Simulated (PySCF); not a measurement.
ClH6NSi3.

```xyz
11

Cl    -2.4065     0.3941     0.0000
Si    -0.6448    -0.7101     0.0000
Si     1.0471     0.0472    -1.4499
N      1.9804     0.3890     0.0000
Si     1.0471     0.0472     1.4499
H     -1.0000    -2.1587     0.0000
H      1.6989    -0.9529    -2.3555
H      0.7164     1.2517    -2.2749
H      2.9268     0.7594     0.0000
H      0.7164     1.2517     2.2749
H      1.6989    -0.9529     2.3555
```
Charge 0, spin multiplicity 1.

The structure is a stationary point at PBE0-D3(BJ)/def2-SVP. The structure was generated by enumeration, and PubChem lists no compound with its InChIKey, so it may never have been made.

Computed with PBE/pcSseg-1 in PySCF. Non-relativistic, no solvent.

**Question.** Give the absolute GIAO shielding of each atom: isotropic value and principal components (ppm). (The exact figures need the calculation; the answer reports its results.)

**Answer.** 
```json
[
 {"atom": "Cl1", "σ(iso)": "1009.0", "σ11": "952.5", "σ22": "1018.1", "σ33": "1056.5", "span": "104.0"},
 {"atom": "Si2", "σ(iso)": "318.7", "σ11": "236.6", "σ22": "330.0", "σ33": "389.4", "span": "152.8"},
 {"atom": "Si3", "σ(iso)": "345.3", "σ11": "261.0", "σ22": "329.4", "σ33": "445.4", "span": "184.4"},
 {"atom": "N4", "σ(iso)": "237.3", "σ11": "205.1", "σ22": "219.5", "σ33": "287.5", "span": "82.4"},
 {"atom": "Si5", "σ(iso)": "345.3", "σ11": "261.0", "σ22": "329.4", "σ33": "445.4", "span": "184.4"},
 {"atom": "H6", "σ(iso)": "25.1", "σ11": "21.1", "σ22": "23.8", "σ33": "30.2", "span": "9.1"},
 {"atom": "H7", "σ(iso)": "25.4", "σ11": "22.1", "σ22": "23.5", "σ33": "30.5", "span": "8.5"},
 {"atom": "H8", "σ(iso)": "25.4", "σ11": "22.5", "σ22": "23.5", "σ33": "30.2", "span": "7.7"},
 {"atom": "H9", "σ(iso)": "31.2", "σ11": "22.2", "σ22": "28.1", "σ33": "43.4", "span": "21.2"},
 {"atom": "H10", "σ(iso)": "25.4", "σ11": "22.5", "σ22": "23.5", "σ33": "30.2", "span": "7.7"},
 {"atom": "H11", "σ(iso)": "25.4", "σ11": "22.1", "σ22": "23.5", "σ33": "30.5", "span": "8.5"}
]
```
